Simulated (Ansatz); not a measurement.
Stepwise reaction of `[OH][Ti]([OH])([OH])[F]` with hydrogen chloride, as a gas-phase model of exchange steps in deposition or etching. ΔE in kJ/mol; ΔG adds harmonic PBE0-D4 terms to CCSD(T)/CBS, at 1 bar.

Calculated with Ansatz (gas phase, PBE0-D4/def2-TZVP geometries, no zero-point term in ΔE). CCSD(T)/CBS adds triple-zeta CCSD(T) − MP2 to the extrapolated MP2 energy (def2 sets, frozen cores). This one scheme is used for every species. Functionals use def2-TZVPP. B3LYP here is the variant with VWN-RPA as its local correlation; programs differ in this. For Ti outer-core shells are correlated without core-valence functions, which leaves a few kJ/mol of doubt a bond. Scalar relativity is left out up to krypton. Each species was taken in one conformer, which may not be the lowest.

```
step                                                           reaction  PBE-D4  B3LYP-D4  ωB97M-V  CCSD(T)/CBS  ΔG(400 K)
   1  `[OH][Ti]([OH])([OH])[F]` + HCl → `[OH][Ti]([OH])([F])[Cl]` + H₂O   -33.3     -31.5    -30.4        -34.4      -27.7
   2  `[OH][Ti]([OH])([F])[Cl]` + HCl → `[OH][Ti]([F])([Cl])[Cl]` + H₂O   -23.9     -21.2    -18.6        -24.7      -17.6
   3  `[OH][Ti]([F])([Cl])[Cl]` + HCl → `[F][Ti]([Cl])([Cl])[Cl]` + H₂O   -20.0     -16.3    -12.3        -20.7       -4.8
```

**Question.** By hand: ΔE of the 3 steps together at CCSD(T)/CBS.

**Answer.** (-34.4) + (-24.7) + (-20.7) = -79.8 kJ/mol, or -26.6 kJ/mol a step.

In ΔE each step is higher than the one before. All are downhill at CCSD(T)/CBS. ΔG lies between -27.7 and -4.8 kJ/mol a step. PBE-D4 differs from CCSD(T)/CBS by 0.7 to 1.1 kJ/mol a step. Isolated molecules leave out the surface, adducts and barriers. Largest T1 diagnostic: 0.024.
